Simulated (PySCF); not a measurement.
Two-dimensional NMR puzzle

Compound of formula C8H7OP. Correlations simulated from computed shifts and the bond graph:

HSQC (one-bond C–H):
```csv
δH,δC
8.11,134.7
7.77,118.1
7.50,131.3
7.40,128.0
2.82,21.4
```

COSY cross peaks (H two or three bonds apart, from the bond graph; peaks can be absent where the dihedral angle is near 90°):
```csv
δH,δH
8.11,7.40
7.77,7.50
7.50,7.40
```

HMBC (two and three bonds, from the bond graph):
```csv
δH,δC
8.11,"163.3, 144.8, 131.3, 128.0"
7.77,"163.3, 144.8, 131.3, 128.0"
7.50,"163.3, 134.7, 128.0, 118.1"
7.40,"144.8, 134.7, 131.3, 118.1"
2.82,208.3
```

Carbons without hydrogens: δ 208.3, 163.3, 144.8.

One conformer, non-relativistic, equivalent nuclei averaged, in vacuum. PBE0-D3(BJ)/def2-SVP geometry; σ from GIAO-PBE0/pcSseg-1; PySCF 2.14.

Referencing at the same level of theory: TMS for $^{1}$H (σ = 31.27 ppm), $^{13}$C (σ = 184.41 ppm).

Exchangeable hydrogens are left out of these lists.

Assemble the structure.

## Answers

`Cc1oc2ccccc2p1`.

Atoms are numbered as in `[CH3:1][c:2]1[o:3][c:4]2[cH:5][cH:6][cH:7][cH:8][c:9]2[p:10]1`; H(Xn) means a hydrogen on atom n.

δC 208.3 is C2, a substituted aromatic carbon next to the ring oxygen. δC 163.3 is C4, a ring-fusion aromatic carbon. δC 144.8 is C9, a ring-fusion aromatic carbon. δC 134.7 is C8, an aromatic CH (δH 8.11). δC 131.3 is C6, an aromatic CH (δH 7.50). δC 128.0 is C7, an aromatic CH (δH 7.40). δC 118.1 is C5, an aromatic CH (δH 7.77). δC 21.4 is C1, a methyl carbon on an aromatic ring (δH 2.82). HMBC from δH 8.11 reaches the proton-free carbons C4, C9. HMBC from δH 7.77 reaches the proton-free carbons C4, C9. HMBC from δH 7.50 reaches the proton-free carbon C4. HMBC from δH 7.40 reaches the proton-free carbon C9. COSY links 8.11–7.40, 7.77–7.50, 7.50–7.40.

This is the structure that produced the data.

Shifts are as computed. Against solution values, carbons near 30 ppm lie about +2 ppm off and those near 130 ppm about +5 ppm. Of 1211 compounds with measured shifts, 218 miss one by over three times the rms of a fit or turn the order of signals round; such compounds aren't used in these exercises.
